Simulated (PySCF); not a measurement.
SMILES O=CN1CC(F)C1, C4H6FNO

Geometry:
```tsv
atom	x (Å)	y (Å)	z (Å)
O1	2.618	0.692	-0.873
C2	1.885	-0.218	-0.579
N3	0.615	-0.083	-0.183
C4	-0.220	1.096	-0.011
C5	-1.337	0.177	0.505
F6	-2.477	0.204	-0.247
C7	-0.419	-1.021	0.212
H8	2.189	-1.283	-0.598
H9	0.180	1.822	0.698
H10	-0.461	1.595	-0.953
H11	-1.638	0.313	1.545
H12	-0.779	-1.650	-0.606
H13	-0.160	-1.642	1.072
```

Computed with GIAO B3LYP/pcSseg-1 magnetisability, rotational g tensor and spin-rotation constants, non-relativistic, gas phase in PySCF. Geometry: GFN2-xTB.

Problem. Give the nuclear spin-rotation constants along the inertial axes (H = +C I·J) beside the isotropic shieldings.

Solution. Rotational constants 8.1494, 1.5320, 1.3865 GHz. A star marks the isotopologue with that one atom substituted, in its own axes.
```
atom  isotope  Caa (kHz)  Cbb (kHz)  Ccc (kHz)  mean (kHz)  σ (ppm)
  N3      14N      0.563      0.150      0.083       0.266    153.4
  F6      19F      5.237      0.732      0.931       2.300    367.6
  H8       1H     -0.541      0.109     -0.120      -0.184     23.7
  H9       1H     -0.770     -0.081     -0.006      -0.286     27.5
 H10       1H     -0.872     -0.058     -0.013      -0.314     27.6
 H11       1H     -0.536     -0.147      0.037      -0.215     26.4
 H12       1H     -0.830     -0.108      0.026      -0.304     27.5
 H13       1H     -0.882     -0.021     -0.044      -0.316     27.4
  O1     17O*     -5.088     -0.852     -0.071      -2.004   -106.5
  C2     13C*      3.297      0.658      0.354       1.436     21.2
  C4     13C*      1.446      0.350      0.303       0.700    124.4
  C5     13C*      2.181      0.416      0.297       0.965     95.2
```
For the geometry as given, no vibrational averaging.

Problem. How do the rotational constants and the g tensor change when H8, H9, H10, H11, H12, H13 are replaced by deuterium?

Solution. Constants 6.2543, 1.4670, 1.3049 GHz; g -0.0441, -0.0247, -0.0188, against -0.0568, -0.0257, -0.0200 before.
